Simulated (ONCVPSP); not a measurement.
An all-electron radial function and its pseudo partner (cobalt (Co))

Columns: radius, all-electron u(r) and pseudo u(r) of the 3p shell (level -65.51 eV) of cobalt in the configuration [Ne] 3s2 3p6 3d7 4s2; PBEsol, scalar-relativistic, ONCV scheme, ONCVPSP 4.0.1.

```csv
r (bohr),all-electron,pseudo
0.065,-0.3905,0.0292
0.130,-0.6246,0.1131
0.195,-0.4850,0.2426
0.260,-0.1436,0.4047
0.325,0.2433,0.5833
0.390,0.5880,0.7603
0.455,0.8548,0.9184
0.520,1.0376,1.0447
0.585,1.1440,1.1314
0.650,1.1886,1.1761
0.715,1.1867,1.1802
0.780,1.1515,1.1496
0.845,1.0944,1.0942
0.910,1.0237,1.0237
0.975,0.9460,0.9460
1.040,0.8658,0.8658
1.105,0.7864,0.7864
1.170,0.7098,0.7098
1.235,0.6374,0.6374
1.300,0.5699,0.5700
1.365,0.5079,0.5079
1.430,0.4512,0.4512
1.495,0.3998,0.3998
1.560,0.3536,0.3536
1.625,0.3121,0.3121
1.690,0.2751,0.2751
```

Q: How many radial nodes do the two functions have?

A: The all-electron 3p function has n − l − 1 = 1; the pseudo-wave has 0, since the states of the same l below it are removed with the core.

Q: At about which radius was the pseudo-wave matched?

A: 1.00 bohr. The columns agree to 0.0005 from 0.84 bohr on; several derivatives are matched, so the curves merge somewhat inside the radius.

Q: Is the pseudo-wave norm-conserving?

A: Yes: the ONCV scheme keeps the norm inside the radius equal to the all-electron one, which fixes the energy derivative of the logarithmic derivative at the level.
